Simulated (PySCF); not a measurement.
CBr₃, SMILES Br[C](Br)Br, multiplicity 2. The structure is a stationary point at PBE0-D3(BJ)/def2-SVP. The isomer is the one that the SMILES or the coordinates give; other isomers of the formula were not compared.

These are PBE0-D3(BJ)/def2-SVP in PySCF values and carry that method's errors.

Harmonic wavenumbers (cm⁻¹): 163, 163, 210, 310, 815, 815. Rotational constants (GHz): 1.238, 1.238, 0.6200; symmetry number 3.

Question: Work out the zero-point energy and the ideal-gas rigid-rotor harmonic-oscillator thermochemistry at 298.15 K and 1 atm.

Answer: ZPE = ½ Σ hcν = ½ × 2478 cm⁻¹ = 14.82 kJ/mol. H − E(el) = 30.88 kJ/mol. Entropy in J/(mol K): translation 177.69, rotation 117.24, vibration 36.88, spin 5.76, total 337.58. G − E(el) = -69.77 kJ/mol. Cp = 68.85 J/(mol K).
